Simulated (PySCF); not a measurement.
**Radial density of Ir³⁺ (iridium, charge +3)**

UHF, [Xe] 4f14 5d6, high-spin 5D determinant. All numbers are calculated (PySCF 2.14, scalar relativity by spin-free X2C-1e, in x2c-TZVPPall (11s7p7d3f1g, 97 functions)).

```json
{"r (bohr)": "0.0135", "4πr²ρ (e/bohr)": "106.4", "4πr²(ρα − ρβ)": "-0.0023"}
{"r (bohr)": "0.0227", "4πr²ρ (e/bohr)": "93.29", "4πr²(ρα − ρβ)": "-0.0019"}
{"r (bohr)": "0.0383", "4πr²ρ (e/bohr)": "124.4", "4πr²(ρα − ρβ)": "0.0174"}
{"r (bohr)": "0.0643", "4πr²ρ (e/bohr)": "136.1", "4πr²(ρα − ρβ)": "0.1522"}
{"r (bohr)": "0.108", "4πr²ρ (e/bohr)": "113.5", "4πr²(ρα − ρβ)": "0.3215"}
{"r (bohr)": "0.182", "4πr²ρ (e/bohr)": "118.3", "4πr²(ρα − ρβ)": "-0.0132"}
{"r (bohr)": "0.306", "4πr²ρ (e/bohr)": "72.82", "4πr²(ρα − ρβ)": "0.4385"}
{"r (bohr)": "0.515", "4πr²ρ (e/bohr)": "64.43", "4πr²(ρα − ρβ)": "0.0623"}
{"r (bohr)": "0.866", "4πr²ρ (e/bohr)": "21.39", "4πr²(ρα − ρβ)": "1.5266"}
{"r (bohr)": "1.46", "4πr²ρ (e/bohr)": "9.062", "4πr²(ρα − ρβ)": "3.1295"}
{"r (bohr)": "2.45", "4πr²ρ (e/bohr)": "1.063", "4πr²(ρα − ρβ)": "0.6043"}
{"r (bohr)": "4.12", "4πr²ρ (e/bohr)": "0.02854", "4πr²(ρα − ρβ)": "0.0157"}
{"r (bohr)": "6.93", "4πr²ρ (e/bohr)": "0.0001474", "4πr²(ρα − ρβ)": "0.0001"}
```

Densities and radii are taken from the X2C orbitals without a picture-change correction, which distorts them close to the nucleus.

Spin-orbit coupling, absent here, splits the open shell strongly.

Problem. Where is the radial spin density 4πr²(ρα − ρβ) most negative, and why is it negative at all?

Solution. Around r = 0.182 bohr, down to -0.0132 e/bohr: exchange with the open shell polarises the paired shells in an unrestricted calculation.
